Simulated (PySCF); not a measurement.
H5InO3Si, SMILES [In]([OH])([O][SiH3])[OH]. Heavy atoms are numbered as in [In:1]([OH:2])([OH:4])[O:6][SiH3:7]. Hydrogens are named by the atom that carries them.

Geometry: PBE0-D3(BJ)/def2-SVP. The structure was generated by enumeration; whether it is a known compound was not checked. The def2 effective core potentials stand for the cores of In; spin–orbit coupling is left out. Other conformers were not sampled.

Method: PBE/def2-TZVP run with PySCF.

ESP charges are fitted to the potential on shells at 1.4 to 2.0 van der Waals radii. Atomic charges (e), one atom of each kind:

| atom | Mulliken | Löwdin | ESP fit |
|---|---|---|---|
| In1 | 0.88 | (withheld) | 0.97 |
| O2 (OH) | -0.57 | -0.27 | -0.68 |
| H on O2 | 0.30 | (withheld) | 0.35 |
| O6 | -0.47 | (withheld) | -0.39 |
| Si7 (SiH3) | 0.27 | 0.10 | 0.31 |
| H on Si7 | -0.05 | -0.04 | -0.08 |

Q: Complete the blanks. (An estimate is asked for; the answer gives what the named calculation found.)

A: 
- In1, Löwdin: 0.39
- H on O2, Löwdin: 0.16
- O6, Löwdin: -0.14
